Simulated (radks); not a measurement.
Values are calculated unless marked as measured or tabulated.
Problem. The boron ion B2+, [He] 2s1. Level of theory: non-relativistic Kohn-Sham, exchange-only B88, spin-polarised, spherical densities, point nucleus (a radial shooting solver on a logarithmic mesh with Libxc functionals). Every spin shell is full or empty, so the densities are truly spherical. Functionals are evaluated on that one density, not self-consistently. Rank these exchange functionals by their error against the exact value of the orbitals, and give that value: LDA, PBE, PW86, OPTX, WC, AM05, G96, EV93, APBE, SCAN, MS2, Tao-Mo, TASK.

Solution. Exact: -3.22077 hartree. From best to worst, with 100 (|E| - |E exact|)/|E exact| (equal figures are ties): SCAN -0.06, G96 -0.09, OPTX -0.11, APBE +0.32, MS2 +0.47, PW86 +0.49, Tao-Mo +0.52, PBE -1.25, TASK -1.38, WC -3.29, EV93 +4.48, AM05 -10.41, LDA -13.35.
